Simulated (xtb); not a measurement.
C4H11Ge (SMILES [CH2]C(C)[CH2][GeH3]), doublet, geometry from GFN2-xTB. Base run: GFN2-xTB run with xtb 6.7.1.

Geometry (Å):
```xyz
16

C     -2.6451    -0.8228    -0.8105
C     -1.4210    -0.0171    -0.6704
C     -1.6874     1.3063     0.0380
C     -0.3671    -0.8431     0.1075
Ge     1.3877     0.0486     0.2805
H     -3.4286    -0.7484    -0.0810
H     -2.6858    -1.6285    -1.5184
H     -0.9980     0.1856    -1.6643
H     -2.4473     1.8747    -0.4935
H     -2.0339     1.1287     1.0541
H     -0.7750     1.9017     0.0803
H     -0.7568    -1.0786     1.0997
H     -0.2166    -1.7955    -0.4059
H      1.4251     1.0773     1.3659
H      2.4634    -0.9447     0.5933
H      1.7721     0.7327    -0.9934
```
Charge 0, spin multiplicity 2.
All else is at xtb's defaults.
Base energy -15.99958 Eh.

Variants of this job, named by their change:

```json
[
 {"change": "base", "ΔE vs base (kJ/mol)": "0.00", "dipole (D)": "0.68", "G_solv (kcal/mol)": "-", "SCF cycles": "12"},
 {"change": "alpb = thf", "ΔE vs base (kJ/mol)": "-22.38", "dipole (D)": "0.75", "G_solv (kcal/mol)": "-5.39", "SCF cycles": "10"},
 {"change": "etemp = 3000", "ΔE vs base (kJ/mol)": "-0.24", "dipole (D)": "0.64", "G_solv (kcal/mol)": "-", "SCF cycles": "12"},
 {"change": "alpb = toluene", "ΔE vs base (kJ/mol)": "-19.10", "dipole (D)": "0.66", "G_solv (kcal/mol)": "-4.57", "SCF cycles": "11"},
 {"change": "alpb = acetone", "ΔE vs base (kJ/mol)": "-23.07", "dipole (D)": "0.72", "G_solv (kcal/mol)": "-5.53", "SCF cycles": "10"},
 {"change": "etemp = 10000", "ΔE vs base (kJ/mol)": "-63.3", "dipole (D)": "0.36", "G_solv (kcal/mol)": "-", "SCF cycles": "11"},
 {"change": "alpb = ether", "ΔE vs base (kJ/mol)": "-21.99", "dipole (D)": "0.72", "G_solv (kcal/mol)": "-5.28", "SCF cycles": "10"},
 {"change": "file = coord", "ΔE vs base (kJ/mol)": "0.00", "dipole (D)": "0.68", "G_solv (kcal/mol)": "-", "SCF cycles": "12"},
 {"change": "gbsa = thf", "ΔE vs base (kJ/mol)": "-21.81", "dipole (D)": "0.80", "G_solv (kcal/mol)": "-5.28", "SCF cycles": "12"}
]
```

ALPB and GBSA are two models with their own fitted parameters for each solvent, which aren't always the measured dielectric constant.
